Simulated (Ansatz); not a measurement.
Reaction (formal exchange of groups at the Si–O bond): `CO[Si](F)(Cl)SC` + `C=C=CF` → `CS[Si](F)(F)Cl` + `C=C=COC`

Computed with Ansatz on PBE0-D4/def2-TZVP structures; ΔE is electronic, products minus reactants. CBS: MP2 limit from def2 TZ/QZ plus the TZ coupled-cluster correction, frozen cores. DFT in def2-TZVPP. B3LYP here is the variant with VWN-RPA as its local correlation; programs differ in this. One conformer a species, not always the lowest.

```tsv
level	ΔE (kJ/mol)	difference from CCSD(T)/CBS
r2SCAN-D4	-70.9	-0.8
PBE0-D4	-67.8	2.3
B3LYP-D4	-63.9	6.2
ωB97M-V	-65.9	4.2
B2PLYP	-69.9	0.2
PBE	-69.6	0.5
r2SCAN	-71.7	-1.6
PBE0	-69.7	0.4
HF/def2-TZVPP	-63.2	6.9
MP2/def2-TZVPP	-75.8	-5.7
SCS-MP2/def2-TZVPP	-71.9	-1.8
CCSD/def2-TZVPP	-68.3	1.8
CCSD(T)/def2-TZVPP	-69.5	0.6
HF/def2-QZVPP	-64.0	6.1
SCS-MP2/def2-QZVPP	-72.5	-2.4
HF/CBS(def2)	-64.1	6.0
CCSD(T)/CBS	-70.1	0
```

Largest T1 diagnostic among the species: 0.013.

In def2-TZVPP, CCSD(T) changes the Hartree–Fock value by −6.4 kJ/mol (the triples alone add −1.2 kJ/mol) and MP2 by −12.7 kJ/mol.
